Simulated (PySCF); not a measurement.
Molecule: `C(C(C=C)=O)CF`, C₅H₇FO.

Geometry (Å), atoms numbered from 1 in this order:
```xyz
14

C     2.7307    0.1097   -0.0320
C     1.4973    0.5882    0.0767
C     0.3394   -0.3095    0.2795
O     0.4389   -1.5119    0.3577
C    -0.9904    0.4096    0.3799
C    -2.1348   -0.5636    0.6210
F    -3.3267    0.1173    0.6813
H     2.9028   -0.9532    0.0265
H     3.5888    0.7433   -0.1784
H     1.2897    1.6471    0.0224
H    -0.9407    1.1394    1.1925
H    -1.1626    0.9629   -0.5476
H    -2.2173   -1.2889   -0.1937
H    -2.0160   -1.0909    1.5721
```

Frames of a GFN2-xTB Langevin trajectory at 600 K; GIAO PBE0/pcSseg-1 shieldings in PySCF 2.14.0 with density-fitted response routines, gas phase, non-relativistic; equivalent atoms averaged within each frame.

Referencing at the same level of theory: ¹³C (186.93 ppm) and ¹H (31.72 ppm) against TMS; H2O for ¹⁷O (336.08 ppm); CFCl3 for ¹⁹F (170.95 ppm). The references are static minima.

Task: How do the shifts (ppm) fluctuate along the trajectory?

Result: 
```tsv
time (fs)	C3	C2	C1	C6	C5	O4	F7	H8	H10	H9
250	200.7	152.0	149.1	83.0	49.1	611.1	-245.7	7.88	7.66	6.08
425	216.9	160.2	139.6	96.6	50.1	720.6	-226.2	7.27	6.98	6.84
625	211.4	152.7	130.6	73.9	52.1	701.9	-237.5	6.80	6.18	5.79
800	202.2	154.4	135.4	82.3	66.0	653.8	-264.3	6.51	6.77	6.16
1000	205.8	136.8	137.7	77.5	52.3	660.3	-244.1	6.82	8.38	5.53
mean of frames	207.4	151.2	138.5	82.7	53.9	669.5	-243.5	7.06	7.19	6.08
standard deviation	6.7	8.7	6.8	8.6	6.9	43.0	13.9	0.53	0.85	0.49
```

5 frames give an uncertainty of the mean of about the standard deviation over 2.2 at best, since frames this close in time may not be independent; classical motion lacks zero-point vibration, and the reference would need the same averaging.
